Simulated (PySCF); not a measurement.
The multiplicity is imposed and other spin states were not computed.

```xyz
6

Zn    -0.0330    -0.1117    -0.1128
N     -0.9403    -0.9777     1.2174
H     -1.3711    -0.3443     1.9025
H     -0.3538    -1.6186     1.7663
O      0.6369     0.5777    -1.6122
H      1.3877     1.1751    -1.4457
```

Charge 0, multiplicity 1.

Give the Mulliken and meta-Löwdin atomic charges from TPSSh-D3(BJ)/def2-TZVP // TPSS-D3(BJ)/def2-SVP (PySCF).


```
atom  Mulliken (e)  meta-Löwdin (e)
----  ------------  ---------------
Zn1           0.50             1.19
N2           -0.67            -0.96
H3            0.24             0.22
H4            0.24             0.22
O5           -0.63            -0.99
H6            0.32             0.33
```
